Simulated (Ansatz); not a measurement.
Reaction (redistribution): `[CH3][Sb]([CH3])[SH]` + `[NH2][Mo]([OH])(=[S])=[S]` → `[CH3][Sb]([NH2])[SH]` + `[CH3][Mo]([OH])(=[S])=[S]`

Program: Ansatz. Geometries: PBE0-D4/def2-TZVP. ΔE: electronic, gas phase. CCSD(T)/CBS adds triple-zeta CCSD(T) − MP2 to the extrapolated MP2 energy (def2 sets, frozen cores). Functionals use def2-TZVPP. B3LYP here is the variant with VWN-RPA as its local correlation; programs differ in this. Elements past krypton have def2 core potentials. For Mo, Sb outer-core shells are correlated without core-valence functions, which leaves a few kJ/mol of doubt a bond. Each species was taken in one conformer, which may not be the lowest.

`[CH3][Sb]([CH3])[SH]`:

Cartesian coordinates in Å:
```
C -0.256 -0.285 -1.648
Sb 0.046 -1.055 0.339
C 1.236 0.622 0.973
S -2.046 -0.184 1.225
H 0.682 -0.348 -2.204
H -0.580 0.755 -1.598
H -1.016 -0.880 -2.154
H 0.734 1.554 0.711
H 1.378 0.577 2.052
H 2.208 0.580 0.479
H -2.386 -1.335 1.825
```

`[NH2][Mo]([OH])(=[S])=[S]`:

```xyz
8

N    -0.904   -0.166    1.095
Mo    0.528    0.112   -0.134
O     0.166   -0.735   -1.761
S     0.729    2.185   -0.416
S     2.264   -0.731    0.701
H    -0.916   -0.914    1.773
H    -1.656    0.491    1.236
H    -0.212   -0.242   -2.494
```

`[CH3][Sb]([NH2])[SH]`:

Cartesian coordinates in Å:
```
C 0.540 0.274 -1.420
Sb 0.650 0.486 0.717
N -0.030 -1.354 1.198
S -1.475 1.664 0.703
H 0.672 1.247 -1.895
H -0.432 -0.135 -1.698
H 1.330 -0.402 -1.751
H -0.491 -1.882 0.471
H 0.636 -1.936 1.686
H -1.400 2.036 1.991
```

`[CH3][Mo]([OH])(=[S])=[S]`:

Z-matrix (Å, degrees):
```
C
Mo 1 2.089
H 1 1.093 2 108.4
H 1 1.094 2 107.7 3 119.4
H 1 1.091 2 111.3 3 -120.5
O 2 1.856 1 108.3 3 -61.2
S 2 2.095 1 104.6 3 61.4
S 2 2.098 1 104.5 3 178.1
H 6 0.962 2 123.2 1 106.5
```

```tsv
level	ΔE (kcal/mol)
PBE0-D4	15.8
B3LYP-D4	15.7
B2PLYP	15.7
HF/def2-TZVPP	13.1
```

(1) What does CCSD(T)/CBS give? (An estimate is asked.)

Largest T1 diagnostic among the species: 0.025, so the coupled-cluster value is less sure than usual.

## Answers

(1) Computed: +14.5 kcal/mol. The listed levels differ from it by 1.3, 1.2, 1.2, -1.4 kcal/mol.

In def2-TZVPP, CCSD(T) changes the Hartree–Fock value by +1.9 kcal/mol (the triples alone add +1.0 kcal/mol) and MP2 by +3.5 kcal/mol.
